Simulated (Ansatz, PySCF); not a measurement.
System: sum formula KOH, net charge 0, singlet state. 
Geometry from a B3LYP-D3(BJ)/def2-TZVP (Ansatz, a first-principles code) optimisation:
```xyz
3

K      0.0000     0.0000    -0.7485
O      0.0000     0.0000     1.4737
H      0.0000     0.0000     2.4311
```

Dipole moments at this geometry, in debye (magnitudes).

```
level               program  dipole (D)
------------------  -------  ----------
BLYP/def2-TZVPD       PySCF        7.33
TPSS/def2-TZVPD       PySCF        7.35
TPSSh/def2-TZVPD      PySCF        7.39
HSE06/def2-TZVPD     Ansatz        7.42
wB97M-V/def2-TZVPD   Ansatz        7.46
CCSD(T)/def2-SVPD    Ansatz        7.82
```
